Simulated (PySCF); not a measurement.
C2H6FGaO. Atoms are numbered in the order given.

```xyz
11

Ga     0.0521     0.3582     0.0000
F      1.4165     1.4668     0.0000
C     -1.7879     1.0233     0.0000
H     -2.5122     0.1970     0.0000
H     -1.9470     1.6479     0.8918
H     -1.9470     1.6479    -0.8918
O      0.6291    -1.3276     0.0000
C     -0.1780    -2.4773     0.0000
H      0.0345    -3.0959     0.8913
H      0.0345    -3.0959    -0.8913
H     -1.2655    -2.2612     0.0000
```
Charge 0, spin multiplicity 1.

Geometry: B3LYP-D3(BJ)/def2-SVP. The structure was generated by enumeration; whether it is a known compound was not checked. The values are those of a single conformer.

All values below come from HF/pcSseg-1 (PySCF).

GIAO shieldings, no solvent; atoms alike by connectivity are averaged. δ = σ(ref) − σ: ¹⁹F against CFCl3 (σ = 238.5 ppm); ¹³C against TMS (σ = 192.6 ppm); ¹H against TMS (σ = 31.99 ppm); ¹⁷O against H2O (σ = 333.0 ppm), references at their B3LYP-D3(BJ)/def2-TZVP geometries, non-relativistic.

```json
[
 {"nucleus": "¹⁹F", "atoms": "F2", "count": "1", "δ (ppm)": "-156.0"},
 {"nucleus": "¹³C", "atoms": "C8", "count": "1", "δ (ppm)": "52.3"},
 {"nucleus": "¹³C", "atoms": "C3", "count": "1", "δ (ppm)": "-15.2"},
 {"nucleus": "¹H", "atoms": "H9, H10, H11", "count": "3", "δ (ppm)": "3.92"},
 {"nucleus": "¹H", "atoms": "H4, H5, H6", "count": "3", "δ (ppm)": "0.46"},
 {"nucleus": "¹⁷O", "atoms": "O7", "count": "1", "δ (ppm)": "17.1"}
]
```
